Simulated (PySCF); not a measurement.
C3H8FNSi, SMILES N(=C\C)/[C@@H]([SiH3])F.

Geometry: ωB97X-D3(BJ)/def2-SVP. The structure was generated by enumeration; whether it is a known compound was not checked. The values are those of a single conformer.

These are ωB97X-D3(BJ)/def2-SVP (PySCF) values and carry that method's errors.

Frequencies are harmonic and unscaled.

Computed vibrational spectrum:
| mode | ν (cm⁻¹) | IR (km/mol) | moving atoms (share of kinetic energy) |
|---|---|---|---|
| 1 | 95 | 2.6 | H 33 %, Si 24 %, C 24 %, N 14 % |
| 2 | 141 | 1.5 | H 74 %, C 10 %, Si 8 % |
| 3 | 160 | 0.6 | H 89 % |
| 4 | 195 | 1.0 | H 42 %, C 23 %, N 19 %, F 11 % |
| 5 | 222 | 2.2 | C 45 %, H 33 %, F 17 % |
| 6 | 253 | 3.3 | F 50 %, C 19 %, H 16 %, N 10 % |
| 7 | 364 | 27.9 | N 41 %, Si 26 %, H 20 % |
| 8 | 421 | 10.8 | C 47 %, H 25 %, F 21 % |
| 9 | 537 | 22.5 | H 58 %, C 18 %, Si 18 % |
| 10 | 643 | 52.2 | H 78 %, Si 12 % |
| 11 | 713 | 0.1 | N 38 %, C 20 %, F 20 %, H 19 % |
| 12 | 782 | 19.7 | H 47 %, C 41 %, Si 10 % |
| 13 | 905 | 34.1 | H 71 %, C 23 % |
| 14 | 917 | 17.4 | H 65 %, C 27 % |
| 15 | 934 | 224.0 | H 83 %, Si 10 % |
| 16 | 955 | 37.7 | H 95 % |
| 17 | 964 | 62.9 | H 96 % |
| 18 | 1041 | 81.1 | C 57 %, F 27 %, H 14 % |
| 19 | 1104 | 1.9 | H 58 %, C 40 % |
| 20 | 1135 | 23.1 | C 48 %, N 27 %, H 25 % |
| 21 | 1163 | 20.4 | C 52 %, H 42 % |
| 22 | 1250 | 6.4 | H 61 %, C 34 % |
| 23 | 1345 | 12.8 | H 86 %, C 11 % |
| 24 | 1378 | 3.8 | H 81 %, C 15 % |
| 25 | 1424 | 7.8 | H 65 %, C 27 % |
| 26 | 1456 | 16.2 | H 95 % |
| 27 | 1461 | 10.0 | H 96 % |
| 28 | 1824 | 95.0 | C 55 %, N 41 % |
| 29 | 2268 | 95.7 | H 98 % |
| 30 | 2275 | 90.2 | H 96 % |
| 31 | 2279 | 111.8 | H 96 % |
| 32 | 3065 | 10.9 | H 97 % |
| 33 | 3089 | 19.0 | H 92 % |
| 34 | 3113 | 13.5 | H 92 %, C 8 % |
| 35 | 3148 | 8.1 | H 91 %, C 9 % |
| 36 | 3194 | 6.1 | H 90 %, C 10 % |
